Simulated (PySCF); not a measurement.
Stepwise substitution at one centre (Ga H-Cl). All species are isolated molecules in the gas phase. Strings in code marks are SMILES.

The dipole moment from two functionals at the same geometries (B3LYP-D3(BJ)/def2-TZVP), both in PySCF: PBE-D3(BJ)/def2-TZVP and B3LYP-D3(BJ)/def2-TZVP. B3LYP has the VWN-RPA correlation part, as in Gaussian. 

```json
[
 {"species": "0 of 3 H replaced by Cl (`[GaH3]`)", "PBE-D3(BJ)/def2-TZVP (D)": "0.00", "B3LYP-D3(BJ)/def2-TZVP (D)": "0.00"},
 {"species": "1 of 3 H replaced by Cl (`[Cl][GaH2]`)", "PBE-D3(BJ)/def2-TZVP (D)": "1.88", "B3LYP-D3(BJ)/def2-TZVP (D)": "2.00"},
 {"species": "2 of 3 H replaced by Cl (`[GaH]([Cl])[Cl]`)", "PBE-D3(BJ)/def2-TZVP (D)": "1.65", "B3LYP-D3(BJ)/def2-TZVP (D)": "1.75"},
 {"species": "3 of 3 H replaced by Cl (`[Cl][Ga]([Cl])[Cl]`)", "PBE-D3(BJ)/def2-TZVP (D)": "0.00", "B3LYP-D3(BJ)/def2-TZVP (D)": "0.00"}
]
```

Over these rows, drawn at random from the members with no instability flagged (it was tested for open shells, ions and some series alone), PBE minus B3LYP-D3(BJ): mean -0.05 D, from -0.12 D to 0.00 D.
